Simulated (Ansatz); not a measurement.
Coupled-cluster diagnostics for BeF2⁻, Ansatz.

Geometry of the doublet (PBE-D4/def2-TZVPD):

```xyz
3

Be    0.1279    0.3729   -0.1252
F    -0.0008   -0.6239   -1.1759
F    -0.1270    0.2510    1.3011
```

Correlated methods freeze 2 core orbitals. In CCSD on the charge -1 quartet the largest single amplitude is 0.34, so its Hartree–Fock determinant may place the open shell otherwise than the density functionals do. The structure comes from a short search, and lower isomers may exist.

Geometry of the charge -1 quartet (PBE-D4/def2-TZVPD):

```xyz
3

Be   -0.128    0.551    0.614
F     0.710   -0.772    0.274
F    -0.581    0.221   -0.888
```

(1) Estimate the CCSD(T) correlation energy, the shares of MP2 and (T), T1 and the reference's ⟨S²⟩ for: charge -1, doublet, own geometry in def2-TZVPPD; charge -1, quartet, own geometry in def2-TZVPPD; charge 0, singlet, vertical in def2-TZVPPD; and the rough time on 4 threads of Arm Neoverse V1 on a shared host.

## Answers

(1) 
| state | basis | correlation (eV) | MP2 share (%) | (T) share (%) | T1 | ⟨S²⟩ (pure) | wall time | remarks |
| --- | --- | --- | --- | --- | --- | --- | --- | --- |
| charge -1, doublet, own geometry | def2-TZVPPD | -16.488 | 96.9 | 2.7 | 0.016 | 0.75 (0.75) | 3.7 s | – |
| charge -1, quartet, own geometry | def2-TZVPPD | -15.852 | 91.6 | 3.3 | 0.064 | 3.76 (3.75) | 5 s | HOMO above zero, large T1 (0.064) |
| charge 0, singlet, vertical | def2-TZVPPD | -16.337 | 97.3 | 2.7 | 0.014 | 0.00 (0.00) | 1 s | – |
Customary marks for T1 are 0.02 (closed shells), 0.045 (open shells) and about 0.05 (3d metals). T1 exceeds 0.02 in 1 of 3 rows and 0.045 in 1; the higher it lies, the less the single-reference result can be trusted.
